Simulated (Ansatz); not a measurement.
Input file for Ansatz (an electronic-structure program): U-CAM-B3LYP/def2-TZVPP on O (SMILES [O]).

Ansatz 0.2 input:
```yaml
crystal:
  periodic: [false, false, false]
  atoms:
    - {symbol: O, position_ang: [0.00000000, 0.00000000, 0.00000000]}
basis:
  gaussian:
    orbitals: def2-TZVPP
hamiltonian:
  xc: {name: CAM-B3LYP}
magnetization: {spin_polarized: true, initial_magnetization: 2}
```

Program output:

```
WARN ansatz: RAYON_NUM_THREADS=1 ignored (pool sized by the plan → 1); use --threads N
Functional definition: CAM-B3LYP
integrals: 0.00 GiB planned
151 factors; their error is unknown
integrals: 0.03 GiB planned
30 factors; integrals over basis functions are off by at most 8.8e-5 eV
mean field: 0.06 GiB planned
mean field evaluation 1: about -2042.7182 eV, gradient 7.0e0 eV
mean field evaluation 2: about -2042.8178 eV, gradient 2.8e0 eV
mean field evaluation 4: about -2042.8433 eV, gradient 6.0e-2 eV
mean field evaluation 8: about -2042.8473 eV, gradient 2.4e-3 eV
mean field -2042.84727969 eV, -75.0732528371 hartree, gradient 1.6e-5 eV, S^2 2.003419; 0 other end points of the search recorded, 0 dependent functions left out
reference -2042.84733343 eV, -75.0732548118 hartree; 5, 3 occupied and 26, 28 virtual orbitals, 151 factors
Total energy: -2042.84733343 eV, -75.0732548118 hartree
```

Self-consistency was reached.

Cost: around 0.12 core-seconds (rough).
